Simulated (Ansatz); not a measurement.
## Abstraction of H: GeH3(CH3) + BH(CH2)(CH3) → GeH3(CH2) + BH(CH3)2

Species: GeH3(CH3), singlet; BH(CH2)(CH3), doublet; GeH3(CH2), doublet; BH(CH3)2, singlet. A radical takes H: the energy is the difference in strength between two C–H bonds in different surroundings.

Shapes, held fixed at every level: PBE0-D4/def2-TZVP. Flexible molecules stand in one conformer, not always the lowest. Programs: Ansatz 0.2.0. The zero-point and thermal change to 298 K, harmonic and unscaled (PBE0-D4/def2-TZVP), is -3.4 kJ/mol.

(1) Estimate ΔH(298 K) of this reaction.

Results:

(1) The highest level, CCSD(T)/def2-TZVPP, gives ΔH(298 K) = +30.8 kJ/mol; the levels span +27.3 to +32.5. The column of differences is taken from that level and isn't an error. No measured value is set beside it here. Open shells run unrestricted. Relativity is left out for Ge. Outer-core shells of Ge are correlated, in sets that cover them unevenly.

| level | kind | ΔH(298 K) (kJ/mol) | less CCSD(T)/def2-TZVPP |
| --- | --- | --- | --- |
| MP2/def2-TZVPP | perturbation theory | +32.5 | +1.7 |
| HF/def2-SVP | Hartree–Fock | +27.5 | -3.3 |
| PBE-D4/def2-TZVPP | GGA | +30.2 | -0.6 |
| BHLYP-D4/def2-TZVPP | global hybrid | +31.1 | +0.3 |
| r2SCAN0-D4/def2-TZVPP | global hybrid | +27.3 | -3.5 |
| CCSD/def2-SVP | coupled cluster or CI | +30.9 | +0.1 |
| CCSD/def2-TZVPP | coupled cluster or CI | +30.7 | -0.1 |
| CCSD(T)/def2-TZVPP | coupled cluster or CI | +30.8 | 0.0 |
